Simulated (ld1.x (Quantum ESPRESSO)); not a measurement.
**Building the TM potential for N (Z = 7) (PBE, non-relativistic).**

N, norm-conserving Troullier–Martins (Kleinman–Bylander form), made with ld1.x (Quantum ESPRESSO) 7.5 (PBE, non-relativistic). Core [He], reference 2s2 2p3. Waves: 2s (bound): rc 0.70 bohr; 2p (bound): rc 1.95 bohr. Local part: all-electron potential smoothed inside 1.85 bohr (lloc = -2). Core correction: a·sin(br)/r model core inside 0.35 bohr.

Calculated quality:

```
Cutoffs needed           : 140 Ry and 300 Ry (the cutoffs (Ry, on a coarse ladder) from which the occupation-weighted sum of valence levels, in a spherical-Bessel basis at the reference potential, stays within 10 and 1 mRy of its value at 400 Ry)
Ghost test               : no extra level below or beside the all-electron valence levels (s, p, d, f tested) (spherical-Bessel basis up to 400 Ry, 20 bohr box)
Largest excitation error : +2598 meV (all-electron minus pseudo) for 2s1 2p0, out of 7 test configurations
```

Generation and tests took about 1.2 s on one core of a shared server CPU.
